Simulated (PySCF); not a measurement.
Level sweep

C₅H₄F₂.
Structure used (PBE0-D3(BJ)/def2-SVP), in Å, numbered top down from 1:
```
atom  x, y, z in Å
F1     2.041   -0.547   -1.008
C2     1.264   -1.478   -0.480
C3     0.092   -1.173    0.101
F4    -0.629   -2.178    0.607
C5    -0.457    0.136    0.224
C6    -1.408    0.936    0.621
C7    -0.250    1.590   -0.061
H8     1.644   -2.499   -0.555
H9    -2.370    1.074    1.106
H10    0.490    2.155    0.528
H11   -0.355    1.957   -1.094
```

PySCF, dipoles from the SCF density, polarisabilities from static response with core orbitals frozen. One conformer (not necessarily the lowest) at the PBE0-D3(BJ)/def2-SVP geometry, without solvent, vibrations or thermal averaging.

Compare the levels for these properties.

```tsv
level	μ (D)	α (au)	anisotropy (au)
LDA/def2-SVPD	0.155	66.21	46.37
PBE/def2-SVPD	0.116	65.80	46.29
B3LYP/def2-SVPD	0.192	64.26	45.00
PBE0/def2-SVPD	0.172	63.47	44.34
BHandHLYP/def2-SVPD	0.241	62.26	43.59
CAM-B3LYP/def2-SVPD	0.216	63.07	43.26
wB97X-D/def2-SVPD	0.189	63.20	43.05
LC-wPBE/def2-SVPD	0.195	61.34	41.18
HF/def2-SVPD	0.250	60.96	43.21
PBE0/6-31G*	0.141	53.24	47.47
PBE0/def2-SVP	0.118	55.12	45.85
PBE0/6-31+G*	0.149	61.04	45.15
PBE0/aug-cc-pVDZ	0.144	65.00	44.62
PBE0/def2-TZVP	0.119	61.94	44.75
```

The anisotropy is √(½[(α1 − α2)² + (α2 − α3)² + (α3 − α1)²]). The dipole runs from 0.12 D (PBE/def2-SVPD) to 0.25 D (HF/def2-SVPD). No reference polarisability is at hand; against PBE0 in the largest diffuse basis at hand (aug-cc-pVDZ) the other PBE0 rows deviate by 6-31G* -18%, def2-SVP -15%, 6-31+G* -6%, def2-SVPD -2%, def2-TZVP -5%. In one basis (def2-SVPD) the functionals order the polarisability from HF (lowest) to LDA (highest), a spread of 9%. With PBE0 the polarisability is 56.77 au without diffuse functions (mean of 6-31G*, def2-SVP and def2-TZVP) and 63.17 au with them (mean of 6-31+G*, def2-SVPD and aug-cc-pVDZ).
